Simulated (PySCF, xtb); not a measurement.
C₃H₄Cl₂Ge, SMILES [Cl][Ge@H]1[CH]=C(Cl)[CH2]1.

GFN2-xTB (xtb 6.7.1) at its own geometry gives an orbital gap of 4.50 eV and a dipole moment of 1.31 D.

Coordinates come from a PBE-D3(BJ)/def2-SVP optimisation. The structure was generated by enumeration; whether it is a known compound was not checked.

Problem. What does CAM-B3LYP/def2-TZVP (PySCF) give? (Estimate from the structure and the level; the computed values follow.)

Solution. gap 9.23 eV (levels -9.04 and 0.19 eV), dipole 1.64 D.
